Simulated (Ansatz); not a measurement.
Li₅H₄⁺. Total charge 1; singlet. Geometry PBE0-D4/def2-TZVP.

```xyz
9

Li    0.9308    0.7775   -2.1434
Li   -0.7804   -0.8257    2.1850
Li   -0.3589   -2.2342   -0.9714
Li   -0.2250    0.0722   -0.0622
Li    0.5107    2.1855    1.0134
H    -0.2518    0.7688    1.6990
H     0.2032   -0.7532   -1.7124
H     0.6821    1.6299   -0.6363
H    -0.7106   -1.6207    0.6284
```

B3LYP takes the VWN-RPA correlation. The structure comes from a short search, and lower isomers may exist.

Q: Estimate the orbital energies around the gap (eV) in Ansatz with LDA (SPW92)/def2-TZVP, PBE-D4/def2-SVP, r2SCAN-D4/def2-TZVP, B3LYP-D4/6-31G, PBE0-D4/def2-SVP.

A: 
| orbital | LDA (SPW92)/def2-TZVP | PBE-D4/def2-SVP | r2SCAN-D4/def2-TZVP | B3LYP-D4/6-31G | PBE0-D4/def2-SVP |
| --- | --- | --- | --- | --- | --- |
| HOMO−5 | -53.44 | -53.94 | -55.72 | -57.87 | -58.07 |
| HOMO−4 | -52.16 | -52.66 | -54.53 | -56.69 | -56.80 |
| HOMO−3 | -11.06 | -10.84 | -11.23 | -12.16 | -12.22 |
| HOMO−2 | -10.22 | -10.04 | -10.35 | -11.23 | -11.32 |
| HOMO−1 | -10.21 | -10.04 | -10.35 | -11.23 | -11.32 |
| HOMO | -9.02 | -8.89 | -9.16 | -9.96 | -10.02 |
| LUMO | -5.00 | -4.68 | -4.25 | -4.36 | -4.02 |
| LUMO+1 | -4.10 | -4.10 | -3.10 | -3.78 | -3.57 |
| LUMO+2 | -3.74 | -3.78 | -2.65 | -3.50 | -3.25 |
| LUMO+3 | -3.74 | -3.78 | -2.65 | -3.50 | -3.25 |
| LUMO+4 | -3.68 | -3.65 | -2.61 | -3.45 | -3.09 |
| LUMO+5 | -3.15 | -2.80 | -2.12 | -2.74 | -2.10 |
